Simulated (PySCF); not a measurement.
# Cu2Te: bending curve

Level of theory: PySCF, B3LYP, basis Te def2-SVP with ECP28, Cu def2-SVP (scalar-relativistic core potentials, no spin–orbit coupling, density fitting).

Rigid scan from the singlet minimum (Cu–Cu 2.503 Å, Te–Cu 2.425 Å (×2); Cu–Cu–Te 58.9° (×2), Cu–Te–Cu 62.2°). Coordinate: the Cu–Te–Cu angle, bonds fixed. Energies in kJ/mol from the minimum.

```
bond angle (°)  E (kJ/mol)  dipole size (D)
            80        14.2             4.43
            90        21.3             4.18
           100        27.2             3.83
           110        34.9             3.40
           120        45.1             2.91
           130        59.0             2.34
           140        76.0             1.75
           150        94.8             1.14
           160       113.8             0.54
           170       130.9             0.04
           180       139.7             0.00
```

With the bonds held, the linear shape lies 139.7 kJ/mol from the minimum.

Other isomers or separated fragments may lie lower.
